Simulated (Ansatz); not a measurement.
Compare A (`BNC(=N)F`) with its isomer B (`N/C=N/BF`).

Computed with Ansatz on PBE0-D4/def2-TZVP structures; ΔE is electronic, products minus reactants. CCSD(T)/CBS adds triple-zeta CCSD(T) − MP2 to the extrapolated MP2 energy (def2 sets, frozen cores). Functionals use def2-TZVPP. B3LYP here is the variant with VWN-RPA as its local correlation; programs differ in this. Each species was taken in one conformer, which may not be the lowest.

Problem. Which isomer does CCSD(T)/CBS put lower? Give the gap. (An estimate is asked.)

Solution. The calculation gave: B, by 36.5 kcal/mol.

Problem. Give E(B) − E(A) in kcal/mol with PBE-D4, MP2/def2-TZVPP, B2PLYP, HF/def2-TZVPP, CCSD(T)/def2-SVP, B3LYP, CCSD(T)/def2-TZVPP. (Estimate.)

Solution. Ansatz gave: PBE-D4 -35.8, MP2/def2-TZVPP -37.8, B2PLYP -37.5, HF/def2-TZVPP -37.9, CCSD(T)/def2-SVP -35.2, B3LYP -37.3, CCSD(T)/def2-TZVPP -35.7. None reverses the order clearly.

Problem. Does the order hold for the free energy at 298.15 K (harmonic terms from PBE0-D4)? (Estimate.)

Solution. The calculation gave: Yes: G(B) − G(A) = -35.9 kcal/mol, for one conformer each.

Largest T1 diagnostic: 0.014.

At CCSD(T), def2-SVP lies +1.3 kcal/mol from the extrapolated value and def2-TZVPP +0.8 kcal/mol. From BLYP to BHLYP (50 % exact exchange), in def2-TZVPP and without D4, E(B) − E(A) moves by −0.9 kcal/mol.
